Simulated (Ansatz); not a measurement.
System: sum formula H$_{4}$SiO$_{3}$ (charge 0, singlet). SMILES: O[SiH](O)O
Coordinates optimised at B3LYP-D3(BJ)/def2-TZVP (Ansatz, a program for electronic structure):
```xyz
8

O      0.4966     1.5128    -0.0600
Si    -0.1600     0.0575     0.2913
O      0.9302    -1.1724     0.3848
O     -1.1860    -0.3739    -0.9101
H      0.8173     1.6628    -0.9537
H     -0.8291     0.2598     1.5841
H      1.5897    -1.1489     1.0823
H     -1.2646    -1.3107    -1.1072
```
Charge 0, spin multiplicity 1.

Atomisation energy built up term by term with Ansatz (kcal/mol; UHF references for open shells; valence terms freeze the core; atomic spin-orbit terms are left out). CBS marks a two-point X^-3 extrapolation of the correlation energy; Hartree-Fock from the larger set.

```csv
term,basis,kcal/mol
Hartree-Fock,aug-cc-pV(Q+d)Z,530.64
CCSD correlation,"CBS(aug-cc-pV(T+d)Z,aug-cc-pV(Q+d)Z)",214.92
(T),"CBS(aug-cc-pV(T+d)Z,aug-cc-pV(Q+d)Z)",13.14
core correlation,cc-pwCVTZ,1.16
scalar relativity (X2C),cc-pVTZ-DK against cc-pVTZ,-1.73
sum: De,,758.1
```

(T) makes 1.7 % of the CCSD(T) atomisation energy; under 5 % is typical of single-reference molecules.
